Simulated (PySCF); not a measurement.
## Electron correlation in Kr (krypton, neutral)

[Kr], closed-shell 1S. All numbers are calculated (PySCF 2.14, scalar relativity by spin-free X2C-1e, in x2c-SVPall). Frozen: [Ar] 3d10; 8 electrons correlated.

MP2 pair energies summed by pair of shells (mhartree):

```
 pair   energy  share (%)
4p-4p  -101.60       80.8
4s-4p   -18.75       14.9
4s-4s    -5.42        4.3
```

Total MP2 correlation energy: -125.77 mhartree.

Same-spin part -34.52 and opposite-spin part -91.25 mhartree; SCS-MP2 scales them by 1/3 and 6/5 to -121.00 mhartree.

| level | correlation energy (mhartree) |
| --- | --- |
| CCSD | -136.11 |
| (T) | -1.40 |
| CCSD(T) | -137.51 |

Diagnostics: T1 = 0.0014, D1 = 0.0039, largest double amplitude 0.047.

Q: Is a single reference adequate?

A: Yes, within this model without spin-orbit coupling: T1 lies below 0.03 and no double amplitude reaches 0.07.
